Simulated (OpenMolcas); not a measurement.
## W4+: ligand-field states by method

W4+ with 6 ligands (ammonia) in octahedral coordination (S6) at 2.17 Å. Ligand basis ANO-RCC-VDZP.
```
W     0.0000    0.0000    0.0000
N     2.1700    0.0000    0.0000
H     2.5521    0.9457    0.0000
H     2.5521   -0.4729    0.8190
H     2.5521   -0.4729   -0.8190
N     0.0000    2.1700    0.0000
H     0.0000    2.5521    0.9457
H     0.8190    2.5521   -0.4729
H    -0.8190    2.5521   -0.4729
N    -2.1700    0.0000    0.0000
H    -2.5521   -0.9457    0.0000
H    -2.5521    0.4729   -0.8190
H    -2.5521    0.4729    0.8190
N     0.0000   -2.1700    0.0000
H     0.0000   -2.5521   -0.9457
H    -0.8190   -2.5521    0.4729
H     0.8190   -2.5521    0.4729
N     0.0000    0.0000    2.1700
H     0.9457    0.0000    2.5521
H    -0.4729    0.8190    2.5521
H    -0.4729   -0.8190    2.5521
N     0.0000    0.0000   -2.1700
H    -0.9457    0.0000   -2.5521
H     0.4729   -0.8190   -2.5521
H     0.4729    0.8190   -2.5521
```

* Program: OpenMolcas 26.06
* Basis: ANO-RCC-VDZP [7s6p4d2f1g]
* Scalar Hamiltonian: DKH2, point nucleus
* Active space: 2 electrons in 5 orbitals (5d)
* State averaging: 2S+1 = 3 even, 10 roots; 2S+1 = 1 even, 15 roots
* Spin-orbit coupling: RASSI with atomic mean-field integrals over the reference wave functions

I. CASSCF
II. SS-CASPT2, IPEA 0.25 Eh, imaginary shift 0.1 Eh (the lowest 17 gerade and 15 ungerade orbitals frozen, chosen by energy and not by shell, so the metal 5p can be frozen and 4f correlated)

Spin-free states in cm-1, each column counted from its own energy of the first state listed:

```csv
State,Degeneracy,I,II
2S+1 = 3,2,0,0
2S+1 = 3,1,367,370
2S+1 = 1,1,9607,7940
2S+1 = 1,2,9706,8300
2S+1 = 1,2,10138,8660
2S+1 = 1,1,23191,19720
2S+1 = 3,2,41860,43050
2S+1 = 3,1,42052,43300
2S+1 = 3,2,49535,49100
2S+1 = 3,1,49718,49340
2S+1 = 1,2,51081,50510
2S+1 = 1,1,51312,50670
2S+1 = 1,2,53574,52810
2S+1 = 1,1,53759,53060
2S+1 = 3,1,85235,87820
2S+1 = 1,2,95112,95250
2S+1 = 1,1,105691,103570
```

From I to II, I's first state of the same spin (2S+1 = 3) moves from 367 to 370 cm-1, by about +4 cm-1.

From I to II, I's first state of another spin (2S+1 = 1) moves from 9607 to 7940 cm-1, by about -1700 cm-1.

χT at 300 K: I 0.18, II 0.17 cm3 K/mol.

The states above are spin-free; spin-orbit coupling is strong here and shifts and splits them by thousands of cm-1.

Roots that are degenerate in the reference are averaged as groups; the widest CASPT2 spread within a group is 92 cm-1 (the 2-fold group of multiplicity 3 near 43000 cm-1 above the lowest state of its run, II). Shifts and gaps below about the spread of the groups concerned are not significant. Over all roots computed the reference weight is 0.69 to 0.70 in II; a low but even weight reflects the number of correlated electrons. An orbital doublet at a regular site is open to a Jahn-Teller distortion, which this geometry leaves out. The least metal-like active orbital is 69 % on the metal (Löwdin) and no ligand orbital is active, so the numbers are rough. Ligand-to-metal charge-transfer states are missing. With no ligand orbital active B as a rule stays too high, so bands that hang on it stand too high and its fall with covalency is understated. Without dynamic correlation the repulsion within the d shell is too large (B by tens of per cent), so at a given field states of lower spin stand too high (holds for I). With metal d orbitals alone the field can be off either way by tens of per cent (holds for I). With one d shell and no ligand orbital active, 10Dq can be off by a tenth or more (holds for II). The distance lies 4 % over the 2.08 Å that this model takes as the normal distance (a Shannon-type radius plus a fixed donor radius); by an R⁻⁵ law this alone changes a d-shell field by about -19 %. No measured value stands beside these numbers; the geometry is a model, was not optimised and need not be the one that this ion takes.
